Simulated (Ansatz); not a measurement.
Reaction (formal exchange of groups at a Ga–I bond): `[F][Ga]([F])[I]` + `C#C` → `C#[C][Ga]([F])[F]` + HI

Calculated with Ansatz (gas phase, PBE0-D4/def2-TZVP geometries, no zero-point term in ΔE). CCSD(T)/CBS adds triple-zeta CCSD(T) − MP2 to the extrapolated MP2 energy (def2 sets, frozen cores). This one scheme is used for every species. Functionals use def2-TZVPP. HSE06 is defined as in plane-wave codes. def2 core potentials past Kr. For Ga, I outer-core shells are correlated without core-valence functions, which leaves a few kJ/mol of doubt a bond. Scalar relativity is left out up to krypton.

```
             level  ΔE (kcal/mol)  difference from CCSD(T)/CBS
            PBE-D4           21.0                          0.6
        r2SCANh-D4           21.3                          0.9
          HSE06-D4           21.4                          1.0
          BHLYP-D4           22.0                          1.6
           ωB97X-V           20.3                         -0.1
           LC-ωPBE           19.8                         -0.6
    MP2/def2-TZVPP           19.8                         -0.6
     HF/def2-QZVPP           21.8                          1.4
SCS-MP2/def2-QZVPP           20.1                         -0.3
      HF/CBS(def2)           21.8                          1.4
       CCSD(T)/CBS           20.4                            0
```

Largest T1 diagnostic among the species: 0.015.

From BLYP to BHLYP (50 % exact exchange), in def2-TZVPP and without D4, ΔE moves by +0.8 kcal/mol. In def2-TZVPP, CCSD(T) changes the Hartree–Fock value by −3.1 kcal/mol (the triples alone add −0.2 kcal/mol) and MP2 by −1.9 kcal/mol.
